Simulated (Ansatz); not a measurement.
ClFH4SSi2 (`F[SiH2]S[SiH2]Cl`), relaxed with RKS PBE-D4/def2-SVP in the Gaussian-basis code of Ansatz from a rough embedded geometry. The force threshold is 0.03 eV/Å; the program also tests the step.

Total charge 0; spin multiplicity 1.

Start:

```xyz
9

F    -0.673    2.032    0.434
Si    0.166    1.363   -0.749
S    -0.745   -0.466   -1.295
Si   -0.309   -1.363    0.663
Cl    1.592   -2.048    0.691
H     1.560    1.178   -0.317
H     0.156    2.270   -1.949
H    -0.539   -0.413    1.741
H    -1.207   -2.554    0.782
```

(1) How much energy does the relaxation release, and in how many steps? (Best estimate.)

(2) Which bonds change most? (Estimate.)

(3) Give the relaxed structure. (Best estimate.)

Answers

(1) The calculation gave: 15.84 kJ/mol, in 10 steps, 1 of them rejected.

(2) Ansatz gave: Si4–Cl5 from 2.021 to 2.080 Å; Si4–H8 from 1.455 to 1.499 Å; F1–Si2 from 1.596 to 1.638 Å; S3–Si4 from 2.197 to 2.159 Å.

(3) Ansatz gave: 
```xyz
9

F    -0.760    2.403    0.229
Si    0.140    1.446   -0.749
S    -0.874   -0.409   -1.152
Si   -0.298   -1.453    0.648
Cl    1.666   -2.132    0.546
H     1.437    1.183   -0.046
H     0.302    2.137   -2.066
H    -0.399   -0.541    1.833
H    -1.212   -2.632    0.756
```
